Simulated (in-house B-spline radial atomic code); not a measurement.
## The oxygen ion O²⁺: 1s1 2s2 2p3 (with a hole in an inner shell)

Level of theory: Dirac-Hartree-Fock, average of configuration, Fermi nucleus of rms radius 2.6991 fm; calculated with a B-spline radial code for spherical atoms.

Z_r = [3n² - l(l+1)]/(2<r>); Z_e = n√(-2ε); the last column is Slater's effective charge. Values are occupation-weighted means over j.

```csv
shell,electrons,ε (eV),<r> (bohr),Z_r,Z_e,Slater
1s,1,-686.98,0.1933,7.76,7.11,8.00
2s,2,-74.679,0.9678,6.20,4.69,5.75
2p,3,-61.36,0.8945,5.59,4.25,5.75
```

The least bound orbital is 2p3/2 at -61.33 eV, while the most diffuse is 2s1/2 (<r> = 0.9678 bohr against 0.8948 bohr): energy order and size order differ. The part-filled 1s shell lies below the filled 2s shell in orbital energy.

Spin-orbit splittings of the orbital energies (j = l + 1/2 above j = l - 1/2 when positive): 2p 0.07765 eV.

For the 1s electron the small component carries 0.0825 % of the norm, the zero-frequency Breit interaction raises the level by 0.02759 eV, self-energy by 0.06895 eV, and vacuum polarisation lowers it by 0.003371 eV.
